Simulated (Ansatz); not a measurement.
C2H6BFIN (SMILES CN(C)B(F)I), singlet, at a GFN2-xTB geometry (core potentials on I); R2SCAN/def2-SVP run with Ansatz (a program for electronic structure).

Ansatz was given this input:
Ansatz 0.2 input:
```yaml
crystal:
  periodic: [false, false, false]
  atoms:
    - {symbol: B, position_ang: [0.32518378, -0.85176939, -0.07287499]}
    - {symbol: F, position_ang: [0.28881601, -1.85068324, -0.95066654]}
    - {symbol: I, position_ang: [-0.71494395, 0.92310270, -0.60864709]}
    - {symbol: N, position_ang: [1.01943478, -1.01700520, 1.11016001]}
    - {symbol: C, position_ang: [1.71162923, -2.25639789, 1.41955994]}
    - {symbol: C, position_ang: [1.16256041, -0.04243679, 2.17073291]}
    - {symbol: H, position_ang: [2.77728125, -2.06172252, 1.56371187]}
    - {symbol: H, position_ang: [1.30793793, -2.68895808, 2.33837305]}
    - {symbol: H, position_ang: [1.58731440, -2.96772233, 0.60781260]}
    - {symbol: H, position_ang: [0.75241227, -0.44209525, 3.10193028]}
    - {symbol: H, position_ang: [2.22030493, 0.18452105, 2.32803392]}
    - {symbol: H, position_ang: [0.64033396, 0.87857459, 1.92593059]}
basis:
  gaussian:
    orbitals: def2-SVP
hamiltonian:
  xc: r2scan
```

Question: Predict the main parts of the log of this Ansatz run.

Answer: 
```
Functional definition: r2SCAN
1454 factors; their error is unknown
mean field evaluation 1: about -15145.5134 eV, gradient 5.8e1 eV
mean field evaluation 2: about -15131.5488 eV, gradient 9.4e1 eV
mean field evaluation 4: about -15153.3495 eV, gradient 5.4e0 eV
mean field evaluation 8: about -15153.4115 eV, gradient 1.3e-1 eV
mean field evaluation 16: about -15153.3544 eV, gradient 3.1e-4 eV
mean field -15153.35440468 eV, -556.8755030595 hartree, gradient 2.3e-5 eV, S^2 0.000000; 0 other end points of the search recorded, 0 dependent functions left out
reference -15153.35441454 eV, -556.8755034216 hartree; 32, 32 occupied and 94, 94 virtual orbitals, 1454 factors
Total energy: -15153.35441454 eV, -556.8755034216 hartree
```
